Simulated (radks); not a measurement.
Excited configurations of Be II: one electron is placed in a higher orbital outside [He]. The ground configuration is [He] 2s1. Method: non-relativistic Kohn-Sham, r2SCAN, spin-polarised, spherical densities, point nucleus; open shells are filled with parallel spins first; meta-GGA in the generalised Kohn-Sham scheme; computed with a radial shooting solver on a logarithmic mesh with Libxc functionals. Excitation = E - E(ground); binding = E(ion) - E, where the ion is the core of charge +2; n* = 2/sqrt(2 binding) in atomic units, and the quantum defect is n - n*.

| outer orbital | excitation (eV) | binding (eV) | n* | quantum defect | eigenvalue (eV) | <r> (bohr) |
|---|---|---|---|---|---|---|
| 3d | 12.353 | 5.837 | 3.054 | -0.054 | -4.233 | 5.401 |
| 4p | 14.593 | 3.597 | 3.890 | 0.110 | -2.902 | 11.00 |
| 4d | 14.775 | 3.415 | 3.992 | 0.008 | -2.647 | 10.55 |
| 5s | 15.702 | 2.488 | 4.677 | 0.323 | -2.041 | 16.54 |
| 5p | 15.878 | 2.312 | 4.851 | 0.149 | -1.881 | 17.55 |
| 6s | 16.491 | 1.699 | 5.659 | 0.341 | -1.398 | 24.29 |

The Delta-SCF ionisation energy is 18.190 eV (NIST Atomic Spectra Database: 18.211 eV, measured). Self-interaction in the functional shifts the binding energies and quantum defects, so they are the method's values and not measured ones.
